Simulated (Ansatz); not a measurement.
`F[SiH2][SiH2]S` + `BO` → `BO[SiH2]S` + `F[SiH3]`  (cleavage of the Si–Si bond)

Computed with Ansatz on PBE0-D4/def2-TZVP structures; ΔE is electronic, products minus reactants. CBS: MP2 limit from def2 TZ/QZ plus the TZ coupled-cluster correction, frozen cores. This one scheme is used for every species. DFT in def2-TZVPP. B3LYP here is the variant with VWN-RPA as its local correlation; programs differ in this. HSE06 is defined as in plane-wave codes. One conformer a species, not always the lowest.

```tsv
level	ΔE (kJ/mol)	difference from CCSD(T)/CBS
PBE-D4	-70.4	28.7
B3LYP-D4	-95.6	3.5
HSE06-D4	-78.9	20.2
CAM-B3LYP-D4	-103.1	-4.0
B2PLYP	-103.4	-4.3
r2SCANh	-92.9	6.2
LC-ωPBE	-88.9	10.2
HF/def2-SVP	-109.6	-10.5
MP2/CBS(def2)	-106.8	-7.7
CCSD/CBS(def2)	-102.2	-3.1
CCSD(T)/CBS	-99.1	0
```

Largest T1 diagnostic among the species: 0.014.

From BLYP to BHLYP (50 % exact exchange), in def2-TZVPP and without D4, ΔE moves by −17.6 kJ/mol. In def2-TZVPP, CCSD(T) changes the Hartree–Fock value by +24.1 kJ/mol (the triples alone add +3.1 kJ/mol) and MP2 by +16.4 kJ/mol. At CCSD(T), def2-SVP lies +9.0 kJ/mol from the extrapolated value and def2-TZVPP −1.1 kJ/mol.
